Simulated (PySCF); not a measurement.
## Reproducing measurements on arsine

**Measured values to compare with.**

NIST CCCBDB Release 22 (SRD 101), experimental dipoles lists, for the gas: dipole moment (microwave Stark effect) 0.2 D.

The results are set against them at the end.

Arsine, AsH3.
Atom-mapped SMILES: `[AsH3:1]` (hydrogens: H2, H3, H4 on As1)

Structure used (PBE0-D3(BJ)/def2-SVP), in Å, numbered top down from 1:
```
atom  x, y, z in Å
As1    0.0105   -0.0104    0.6253
H2    -0.7542   -1.0085   -0.2378
H3    -0.4973    1.1700   -0.1961
H4     1.2615   -0.1416   -0.2371
```

The PySCF runs (gas phase, on this PBE0-D3(BJ)/def2-SVP geometry; no spin–orbit coupling):

| level | job | basis functions |
| --- | --- | --- |
| PBE0-D3(BJ)/def2-SVP, grid level 1 | geometry optimisation from a GFN2-xTB start | 47 |
| CAM-B3LYP/def2-SVPD | 10 singlets by full TDDFT, 4 Tamm–Dancoff triplets, polarisability, ΔSCF ions | 62 |
| B3LYP/def2-SVPD | 10 singlets by full TDDFT, 4 Tamm–Dancoff triplets, polarisability, ΔSCF ions | 62 |
| LC-wPBE/def2-SVPD | 10 singlets by full TDDFT, 4 Tamm–Dancoff triplets, polarisability, ΔSCF ions | 62 |
| LDA/def2-SVPD | 10 singlets by full TDDFT, 4 Tamm–Dancoff triplets, polarisability, ΔSCF ions | 62 |
| PBE0/6-31G* | 10 singlets by full TDDFT, 4 Tamm–Dancoff triplets, polarisability | 38 |
| PBE0/def2-SVPD | 10 singlets by full TDDFT, 4 Tamm–Dancoff triplets, polarisability, ΔSCF ions | 62 |
| PBE0/def2-TZVP | 10 singlets by full TDDFT, 4 Tamm–Dancoff triplets, polarisability | 66 |
| wB97X-D/def2-SVPD | 10 singlets by full TDDFT, 4 Tamm–Dancoff triplets, polarisability, ΔSCF ions | 62 |
| PBE0/aug-cc-pVDZ | 10 singlets by full TDDFT, 4 Tamm–Dancoff triplets, polarisability | 63 |
| PBE0/aug-cc-pVTZ | 10 singlets by full TDDFT, 4 Tamm–Dancoff triplets, polarisability | 128 |
| B3LYP/pcJ-1 | spin–spin couplings from 3 perturbed nuclei | 71 |

All basis functions are spherical.

**Comparison with experiment**

**Dipole moment.** Measured: 0.2 D (NIST CCCBDB Release 22 (SRD 101), experimental dipoles).

```csv
level,computed (D),computed − measured (D)
PBE0-D3(BJ)/def2-SVP,0.50,+0.30
CAM-B3LYP/def2-SVPD,0.30,+0.10
B3LYP/def2-SVPD,0.23,+0.03
LC-wPBE/def2-SVPD,0.42,+0.22
LDA/def2-SVPD,0.37,+0.17
PBE0/6-31G*,0.65,+0.45
PBE0/def2-SVPD,0.34,+0.14
PBE0/def2-TZVP,0.33,+0.13
wB97X-D/def2-SVPD,0.33,+0.13
PBE0/aug-cc-pVDZ,0.35,+0.15
PBE0/aug-cc-pVTZ,0.33,+0.13
B3LYP/pcJ-1 (pcSseg-1 on As),0.35,+0.15
```

12 of the 19 levels run are shown, the closest and the furthest among them. Closest is B3LYP/def2-SVPD (+0.03 D), furthest PBE0/6-31G* (+0.45 D); one molecule doesn't rank methods. All 19 levels lie above the measurement. The computed dipoles belong to one fixed geometry; measured ones are averaged over vibrations unless marked μe. Magnitudes are compared, not signs.

The geometry is computed, not the measured one. Where a level misses, the cause wasn't examined.
